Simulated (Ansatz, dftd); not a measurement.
Reaction: H2S2 (SMILES SS) → HS2 (SMILES [S]S, doublet) + H (doublet) (the H-S bond breaks)
Each species at its own B3LYP-D3(BJ)/def2-TZVP minimum (Ansatz, an electronic-structure program).

Wanted: bond dissociation energy (electronic), in kcal/mol. Radicals and triplets start from unrestricted determinants; spin-orbit coupling is neglected. Correlated methods leave the cores frozen. Rows without X2C or -DK are non-relativistic. CBS(X,Y): correlation extrapolated as X^-3, Hartree-Fock from the larger set (Q,5: extrapolated as (X+1)exp(-9√X)). A bracket is a step between two methods taken in the basis named. The functionals are non-relativistic, so their misses hold any scalar relativity. Double hybrids freeze cores in their MP2 part. 'core' is core correlation in cc-pwCVTZ (1s frozen past Ne), 'X2C' scalar relativity in cc-pVTZ-DK, both at CCSD(T). Where a partner has so few electrons that a lower coupled-cluster level is exact, that level stands in.

```tsv
level	program	bond dissociation energy (kcal/mol)	difference against the last row
r2SCAN-D3(BJ)/def2-TZVPD	Ansatz + dftd3	73.7	-4.3
PBE0-D4/def2-TZVPD	Ansatz + dftd4	74.3	-3.7
CAM-B3LYP/def2-TZVPD	Ansatz	75.9	-2.1
B2PLYP-D4/def2-TZVPD	Ansatz + dftd4	74.7	-3.3
MP2/CBS(cc-pV(Q+d)Z,cc-pV(5+d)Z)	Ansatz	78.6	0.6
CCSD/cc-pV(D+d)Z	Ansatz	74.1	-3.9
CCSD(T)/CBS(cc-pV(Q+d)Z,cc-pV(5+d)Z)	Ansatz	78.3	0.3
CCSDTQ/cc-pV(D+d)Z	Ansatz	73.7	-4.3
CCSD(T)/CBS(cc-pV(Q+d)Z,cc-pV(5+d)Z) + [CCSDT(Q) - CCSD(T)]/cc-pV(D+d)Z + core + X2C	Ansatz	78.0	0.0
CCSD(T)/CBS(cc-pV(Q+d)Z,cc-pV(5+d)Z) + [CCSDT(Q) - CCSD(T)]/cc-pV(T+d)Z + [CCSDTQ - CCSDT(Q)]/cc-pV(D+d)Z + core + X2C	Ansatz	78.0	0.0
```
